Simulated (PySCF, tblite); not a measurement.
Isomers of C6H10Si, one GFN2-xTB conformer each. Single-point energies are computed at PBE0/pcSseg-1 (PySCF, gas phase, no added dispersion term), electronic only.

```json
{"SMILES": "CC#CC1C[SiH2]C1", "GFN2-xTB relative energy (kJ/mol)": "0.0"}
{"SMILES": "C=CC[SiH2]C1C=C1", "GFN2-xTB relative energy (kJ/mol)": "167.1"}
```

Conformers: `[CH3:1][C:2]#[C:3][CH:4]1[CH2:5][SiH2:6][CH2:7]1` with C3–C4–C5–Si6 132°, C4–C5–Si6–C7 -9°, C5–Si6–C7–C4 9°, C3–C4–C7–Si6 -132°; `[CH2:1]=[CH:2][CH2:3][SiH2:4][CH:5]1[CH:6]=[CH:7]1` with C1–C2–C3–Si4 -105°, C2–C3–Si4–C5 60°, C3–Si4–C5–C6 94°.

**Question.** What does PBE0/pcSseg-1 give for the same structures?

**Answer.** 
| SMILES | PBE0/pcSseg-1 E (Eh) | PBE0/pcSseg-1 (kJ/mol) | GFN2-xTB (kJ/mol) | point group |
| --- | --- | --- | --- | --- |
| CC#CC1C[SiH2]C1 | -523.61240 | 0.0 | 0.0 | near Cs |
| C=CC[SiH2]C1C=C1 | -523.57290 | 103.7 | 167.1 | C1 |

Both levels put the same isomer lowest. As drawn, the lower has a four-membered ring and a C≡C bond, which the higher lacks; the higher has a three-membered ring and a C=C bond outside aromatic rings, which the lower lacks.

**Question.** Which frontier levels, dipoles and rotational constants go with these structures?

**Answer.** 
```csv
SMILES,"HOMO (eV, PBE0/pcSseg-1)",LUMO (eV),dipole (D),"A, B, C (MHz)"
CC#CC1C[SiH2]C1,-7.02,0.25,0.33,"6652, 943.4, 907.6"
C=CC[SiH2]C1C=C1,-6.65,-0.20,0.89,"3713, 1281, 1065"
```

**Question.** What happens when harmonic zero-point energies from GFN2-xTB frequencies are added?

**Answer.** 
| SMILES | ZPE (kJ/mol) | electronic (kJ/mol) | with ZPE (kJ/mol) |
| --- | --- | --- | --- |
| CC#CC1C[SiH2]C1 | 351.3 | 0.0 | 0.0 |
| C=CC[SiH2]C1C=C1 | 343.5 | 103.7 | 95.9 |

The zero-point energies span 7.8 kJ/mol. The order is unchanged.
